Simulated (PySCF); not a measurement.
C₄H₆Cl₂, SMILES ClC(Cl)CC=C. Atoms are numbered in the order given.

```xyz
12

C     -3.1492     0.0285    -0.5211
C     -1.9063    -0.4253    -0.6884
C     -0.6864     0.4556    -0.7357
C      0.2838     0.1813     0.4078
Cl     0.9049    -1.4865     0.3383
Cl     1.6335     1.3389     0.3613
H     -4.0055    -0.6522    -0.4958
H     -3.3591     1.0987    -0.4107
H     -1.7284    -1.5018    -0.7941
H     -0.9755     1.5165    -0.6745
H     -0.1352     0.3135    -1.6802
H     -0.2015     0.2940     1.3848
```

Coordinates come from a ωB97X-D3(BJ)/def2-SVP optimisation. One conformer was computed; it need not be the lowest.

Two levels are set side by side: PBE/pcSseg-1 (PySCF) and PBE0/pcSseg-1 (PySCF). GIAO shifts against HCl (³⁵Cl), TMS (¹H), TMS (¹³C) at the same level; non-relativistic, no solvent, atoms listed together averaged. Without spin–orbit terms, shifts of atoms bonded to Cl or Br come out too high at both levels. Differences are taken from unrounded values.

| quantity | PBE0 |
|---|---|
| δ(¹³C) of C1 (ppm) | 129.8 |
| δ(¹³C) of C2 (ppm) | 145.1 |
| δ(¹³C) of C3 (ppm) | 55.1 |
| δ(¹³C) of C4 (ppm) | 87.6 |
| δ(¹H) of H7, H8 (ppm) | 5.81 |
| δ(¹H) of H9 (ppm) | 6.50 |
| δ(¹H) of H12 (ppm) | 5.55 |

**Question.** What does PBE give, and how far is it from PBE0? (Estimate from the structure and the level; the computed values follow.)

**Answer.** 
```tsv
quantity	PBE	PBE minus PBE0
δ(¹³C) of C1 (ppm)	127.4	-2.5
δ(¹³C) of C2 (ppm)	144.7	-0.4
δ(¹³C) of C3 (ppm)	58.2	3.1
δ(¹³C) of C4 (ppm)	93.0	5.4
δ(¹H) of H7, H8 (ppm)	5.72	-0.09
δ(¹H) of H9 (ppm)	6.50	0.00
δ(¹H) of H12 (ppm)	5.83	0.27
```

Rough cost on one machine, each run with all the roots and properties that it gave: PBE0 against PBE within a factor of 2.
